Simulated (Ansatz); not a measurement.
Ansatz (an electronic-structure program) input (B3LYP-D3(BJ)/def2-TZVP):

Ansatz 0.2 input:
```yaml
crystal:
  periodic: [false, false, false]
  atoms:
    - {symbol: Os, position_ang: [-0.00000000, -0.00000000, -0.16520774]}
    - {symbol: O, position_ang: [0.00000000, 0.00000000, 1.56947353]}
basis:
  gaussian:
    orbitals: def2-TZVP
hamiltonian:
  xc: b3lyp
  dispersion: d3bj
magnetization: {spin_polarized: true, initial_magnetization: 4}
phonons: {temperatures: {t_min: 298.15, t_max: 298.15, t_step: 100}}
```

Output:

```
Functional definition: B3LYP
integrals: 0.01 GiB planned
550 factors; their error is unknown
mean field: 0.20 GiB planned
mean field evaluation 1: about -4506.4354 eV, gradient 4.4e1 eV
mean field evaluation 2: about -4357.2435 eV, gradient 1.6e2 eV
mean field evaluation 4: about -4513.0724 eV, gradient 1.1e1 eV
mean field evaluation 8: about -4513.5752 eV, gradient 1.4e-1 eV
mean field evaluation 16: about -4513.5922 eV, gradient 1.4e-3 eV
mean field evaluation 32: about -4513.5922 eV, gradient 2.8e-5 eV
mean field -4513.61350404 eV, -165.8722368363 hartree, gradient 1.0e-6 eV, S^2 6.019286; 4 other end points of the search recorded, 0 dependent functions left out
the calculation of the forces begins
reference -4513.61367487 eV, -165.8722431144 hartree; 14, 10 occupied and 57, 61 virtual orbitals, 550 factors
these checks for a lower state are left out or cut short: stability, starts, cluster_reference, orbital_swaps, neighbouring_geometries, increment
integrals: 0.01 GiB planned
550 factors; their error is unknown
mean field: 0.20 GiB planned
mean field evaluation 64: about -4513.6135 eV, gradient 1.6e-6 eV
mean field -4513.61350404 eV, -165.8722368363 hartree, gradient 1.6e-6 eV, S^2 6.019286; 0 other end points of the search recorded, 0 dependent functions left out
the calculation of the forces begins
reference -4513.61367487 eV, -165.8722431143 hartree; 14, 10 occupied and 57, 61 virtual orbitals, 550 factors
these checks for a lower state are left out or cut short: stability, starts, cluster_reference, orbital_swaps, neighbouring_geometries, increment
integrals: 0.01 GiB planned
550 factors; their error is unknown
mean field: 0.20 GiB planned
mean field -4513.61350404 eV, -165.8722368363 hartree, gradient 1.6e-6 eV, S^2 6.019286; 0 other end points of the search recorded, 0 dependent functions left out
the calculation of the forces begins
reference -4513.61367487 eV, -165.8722431143 hartree; 14, 10 occupied and 57, 61 virtual orbitals, 550 factors
these checks for a lower state are left out or cut short: stability, starts, cluster_reference, orbital_swaps, neighbouring_geometries, increment
integrals: 0.01 GiB planned
550 factors; their error is unknown
mean field: 0.20 GiB planned
mean field -4513.61350404 eV, -165.8722368363 hartree, gradient 1.6e-6 eV, S^2 6.019286; 0 other end points of the search recorded, 0 dependent functions left out
the calculation of the forces begins
reference -4513.61367487 eV, -165.8722431143 hartree; 14, 10 occupied and 57, 61 virtual orbitals, 550 factors
these checks for a lower state are left out or cut short: stability, starts, cluster_reference, orbital_swaps, neighbouring_geometries, increment
integrals: 0.01 GiB planned
550 factors; their error is unknown
mean field: 0.20 GiB planned
mean field -4513.61350404 eV, -165.8722368363 hartree, gradient 1.6e-6 eV, S^2 6.019286; 0 other end points of the search recorded, 0 dependent functions left out
the calculation of the forces begins
reference -4513.61367487 eV, -165.8722431143 hartree; 14, 10 occupied and 57, 61 virtual orbitals, 550 factors
these checks for a lower state are left out or cut short: stability, starts, cluster_reference, orbital_swaps, neighbouring_geometries, increment
integrals: 0.01 GiB planned
550 factors; their error is unknown
mean field: 0.20 GiB planned
mean field evaluation 96: about -4513.6134 eV, gradient 1.6e-6 eV
mean field -4513.61335515 eV, -165.8722313649 hartree, gradient 1.6e-6 eV, S^2 6.019172; 0 other end points of the search recorded, 0 dependent functions left out
the calculation of the forces begins
reference -4513.61352599 eV, -165.8722376431 hartree; 14, 10 occupied and 57, 61 virtual orbitals, 550 factors
these checks for a lower state are left out or cut short: stability, starts, cluster_reference, orbital_swaps, neighbouring_geometries, increment
integrals: 0.01 GiB planned
550 factors; their error is unknown
mean field: 0.20 GiB planned
mean field -4513.61335189 eV, -165.8722312449 hartree, gradient 1.6e-6 eV, S^2 6.019400; 0 other end points of the search recorded, 0 dependent functions left out
the calculation of the forces begins
reference -4513.61352272 eV, -165.8722375227 hartree; 14, 10 occupied and 57, 61 virtual orbitals, 550 factors
these checks for a lower state are left out or cut short: stability, starts, cluster_reference, orbital_swaps, neighbouring_geometries, increment
integrals: 0.01 GiB planned
550 factors; their error is unknown
mean field: 0.20 GiB planned
mean field -4513.61350404 eV, -165.8722368363 hartree, gradient 1.6e-6 eV, S^2 6.019286; 0 other end points of the search recorded, 0 dependent functions left out
the calculation of the forces begins
reference -4513.61367487 eV, -165.8722431143 hartree; 14, 10 occupied and 57, 61 virtual orbitals, 550 factors
these checks for a lower state are left out or cut short: stability, starts, cluster_reference, orbital_swaps, neighbouring_geometries, increment
integrals: 0.01 GiB planned
550 factors; their error is unknown
mean field: 0.20 GiB planned
mean field -4513.61350404 eV, -165.8722368363 hartree, gradient 1.6e-6 eV, S^2 6.019286; 0 other end points of the search recorded, 0 dependent functions left out
the calculation of the forces begins
reference -4513.61367487 eV, -165.8722431143 hartree; 14, 10 occupied and 57, 61 virtual orbitals, 550 factors
these checks for a lower state are left out or cut short: stability, starts, cluster_reference, orbital_swaps, neighbouring_geometries, increment
integrals: 0.01 GiB planned
550 factors; their error is unknown
mean field: 0.20 GiB planned
mean field evaluation 128: about -4513.6135 eV, gradient 1.6e-6 eV
mean field -4513.61350404 eV, -165.8722368363 hartree, gradient 1.6e-6 eV, S^2 6.019286; 0 other end points of the search recorded, 0 dependent functions left out
the calculation of the forces begins
reference -4513.61367487 eV, -165.8722431143 hartree; 14, 10 occupied and 57, 61 virtual orbitals, 550 factors
these checks for a lower state are left out or cut short: stability, starts, cluster_reference, orbital_swaps, neighbouring_geometries, increment
integrals: 0.01 GiB planned
550 factors; their error is unknown
mean field: 0.20 GiB planned
mean field -4513.61350404 eV, -165.8722368363 hartree, gradient 1.6e-6 eV, S^2 6.019286; 0 other end points of the search recorded, 0 dependent functions left out
the calculation of the forces begins
reference -4513.61367487 eV, -165.8722431143 hartree; 14, 10 occupied and 57, 61 virtual orbitals, 550 factors
these checks for a lower state are left out or cut short: stability, starts, cluster_reference, orbital_swaps, neighbouring_geometries, increment
integrals: 0.01 GiB planned
550 factors; their error is unknown
mean field: 0.20 GiB planned
mean field -4513.61335189 eV, -165.8722312449 hartree, gradient 1.6e-6 eV, S^2 6.019400; 0 other end points of the search recorded, 0 dependent functions left out
the calculation of the forces begins
reference -4513.61352272 eV, -165.8722375227 hartree; 14, 10 occupied and 57, 61 virtual orbitals, 550 factors
these checks for a lower state are left out or cut short: stability, starts, cluster_reference, orbital_swaps, neighbouring_geometries, increment
integrals: 0.01 GiB planned
550 factors; their error is unknown
mean field: 0.20 GiB planned
mean field -4513.61335515 eV, -165.8722313649 hartree, gradient 1.6e-6 eV, S^2 6.019172; 0 other end points of the search recorded, 0 dependent functions left out
the calculation of the forces begins
reference -4513.61352599 eV, -165.8722376431 hartree; 14, 10 occupied and 57, 61 virtual orbitals, 550 factors
Total energy: -4513.65290899 eV, -165.8736849415 hartree
Atom 0 at    -0.000000    -0.000000    -0.165208 Å, force     0.000000     0.000000     0.000733 eV/Å
Atom 1 at     0.000000     0.000000     1.569474 Å, force    -0.000000    -0.000000    -0.000733 eV/Å
Dipole moment:    -0.000000     0.000000    -0.626839 e Å
Vibrations: 942.11 cm⁻¹, zero-point energy 0.058403 eV
```

The spin state was set by rule; other spins were not relaxed.
